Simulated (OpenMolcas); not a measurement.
## CH4F2Si: a line through the functionals

CH4F2Si has 8 atoms, charge 0, and is taken as a singlet. As SMILES, `C[SiH](F)F`. The coordinates come from a PBE0-D4/def2-TZVP relaxation.

The vertical energy of the triplet above the singlet y, in eV, basis cc-pVDZ; a is the functional's share of exact exchange. Programs: OpenMolcas 26.06.

| functional | program | a | y (eV) |
| --- | --- | --- | --- |
| r2SCAN | OpenMolcas | 0 | 8.44 |
| PBE | OpenMolcas | 0 | 8.11 |
| B3LYP | OpenMolcas | 0.2 | 8.70 |
| PBE0 | OpenMolcas | 0.25 | ? |
| BHLYP | OpenMolcas | 0.5 | 9.27 |

Question: Fit y = c + s·a to the known rows and predict PBE0.

Answer: 
1. Means of the 4 rows: a = 0.1750, y = 8.630.
2. Σ(Δa)² = 0.1675, Σ(Δa·Δy) = 0.334, so the slope is 0.334/0.1675 = 1.994.
3. Intercept: 8.630 − (1.994) × 0.1750 = 8.281. The largest residual of the fit is 0.17.
4. PBE0: 8.281 + (1.994) × 0.25 = 8.78 eV.

The run gave 8.67 eV, so the prediction is off by +0.11 eV, within the largest residual. The rows mix families of semi-local functionals, which the line can't see.
